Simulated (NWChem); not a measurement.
System: SnHCl, singlet; SMILES [Cl][SnH]

All runs: NWChem. Low-valent species are run as closed-shell singlets; no triplet was tried in these runs. All runs use the structure optimised with PBE0/def2-SVP. def2 effective core potentials on Sn; no spin-orbit coupling. Vertical excitations in the gas phase; the lowest state need not have the same character in each row.

| level | lowest excitation, singlet (eV) | oscillator strength of that lowest state | lowest triplet (eV) | orbital gap (eV) |
|---|---|---|---|---|
| PBE/def2-SVP, TDA | 2.51 | 0.013 | 1.79 | 2.13 |
| B3LYP/def2-SVP, TDA | 2.66 | 0.018 | 1.86 | 3.50 |
| PBE0/def2-SVP, TDA | 2.74 | 0.021 | 1.82 | 3.91 |
| LRC-wPBEh/def2-SVP, TDA | 2.77 | 0.024 | 1.78 | (withheld) |

Task: Fill in the missing entries.

Result: 
- LRC-wPBEh/def2-SVP, TDA, orbital gap (eV): 7.33
